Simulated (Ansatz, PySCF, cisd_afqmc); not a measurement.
Species: TeCl, charge 0, doublet. TeCl (SMILES Cl[Te], doublet).
B3LYP-D3(BJ)/def2-TZVP minimum from Ansatz (an electronic-structure program):
```
Te
Cl 1 2.3399
```
Charge 0, spin multiplicity 2.

Atomisation energy term by term, kcal/mol (programs: Ansatz, cisd_afqmc). UHF or UKS for unpaired electrons; spin-orbit terms are left out. Correlated methods leave the cores frozen (noble-gas shells, and filled d and f shells in the p block). Past Kr the def2 sets carry scalar-relativistic core potentials. AFQMC/CISD: phaseless, guided by CISD from CCSD amplitudes; bars are statistical, one sigma. Outlying blocks are dropped, and bars are widened where a walk drifts. Over all cases where full CI ran beside it in this data, AFQMC minus full CI had a median of +0.1 mEh and passed +0.4 mEh in a tenth of the cases. CBS(X,Y): correlation extrapolated as X^-3, Hartree-Fock from the larger set. A bracket is a step between two methods taken in the basis named. Spin-orbit terms, left out, reach several kcal/mol for Br and I, and more for heavier atoms.

| term | basis | kcal/mol |
|---|---|---|
| Hartree-Fock | def2-QZVPP | 29.54 |
| CCSD correlation | CBS(def2-TZVPP,def2-QZVPP) | 29.95 |
| (T) | CBS(def2-TZVPP,def2-QZVPP) | 4.14 |
| CCSDT(Q) - CCSD(T) | def2-TZVPP | 0.28 |
| CCSDTQ - CCSDT(Q) | def2-SVP | -0.04 |
| minus zero-point energy | Hessian by PySCF at B3LYP-D3(BJ)/def2-TZVP | -0.53 |
| sum: D0 |  | 63.3 |

The step beyond CCSD(T) by other levels: CCSDTQ in def2-SVP 0.39; AFQMC/CISD in def2-SVP 0.30 ± 0.14; CCSDT(Q) in def2-SVP 0.42 kcal/mol.
